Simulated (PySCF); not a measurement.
A structure optimised at PBE-D3(BJ)/def2-TZVP, used in a PySCF frequency run:

```
C
H 1 1.1003
H 1 1.1003 2 107.67
H 1 1.1003 2 107.67 3 115.85
Mg 1 2.0793 2 111.21 3 -122.08
Cl 5 2.2070 2 157.51 1 180.00
```

Q: Write its SMILES, formula and point group.

A: [CH3][Mg][Cl], CH₃ClMg, C3v

Q: What are its rotational constants (standard atomic weights)?

A: 158.84, 2.3317, 2.3317 GHz
